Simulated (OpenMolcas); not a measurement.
**Pr3+: moving or changing the point charges**

Pr3+ among 6 point charges of -1 e arranged as a trigonal prism (D3h), 2.62 Å from the ion, with a polar angle of 47.1° against the regular 49.1°.
```
   1.9204    0.0000    1.7823  -1.00
  -0.9602    1.6631    1.7823  -1.00
  -0.9602   -1.6631    1.7823  -1.00
   1.9204    0.0000   -1.7823  -1.00
  -0.9602    1.6631   -1.7823  -1.00
  -0.9602   -1.6631   -1.7823  -1.00
```

```json
{
  "Program": "OpenMolcas",
  "Method": "CASSCF",
  "Basis": "ANO-RCC-VDZP [7s6p4d2f1g]",
  "Scalar Hamiltonian": "DKH2, point nucleus",
  "Active space": "2 electrons in 7 orbitals (4f)",
  "State averaging": "2S+1 = 3 even, 21 roots; 2S+1 = 1 even, 27 roots kept (CI in the orbitals of an earlier block)",
  "Spin-orbit coupling": "state interaction with AMFI integrals over the reference wave functions"
}
```

Runs around this geometry, states (labels of D3, the rotations of D3h). Energies in cm-1 above the lowest state or level, χT in cm3 K/mol.

```tsv
R (Å)	q (e)	Ground state	First state of that spin	First gap with spin-orbit (degeneracies)	Width of lowest J	χT at 300 K
2.62	-0.5	3E	3E 74.3	93.2 (2, 1)	340	1.631
2.62	-1	3E	3E 155.1	188.9 (2, 1)	681	1.597
2.86	-1	3E	3E 130.7	156.6 (2, 1)	521	1.613
3.06	-1	3E	3E 113.2	134.1 (2, 1)	425	1.623
```

Taking the width of the lowest J multiplet as R^-n, n = -ln(425 / 681) / ln(3.06 / 2.62) = 3.0 between the shortest and longest distance.

Scaling the charges by -0.5 / -1 = 0.50 scales the width of the lowest J multiplet by 340 / 681 = 0.50; with fixed orbitals a first-order splitting would follow the charge.

This is an electrostatic model: the charges have no orbitals. No measured value stands beside these numbers.
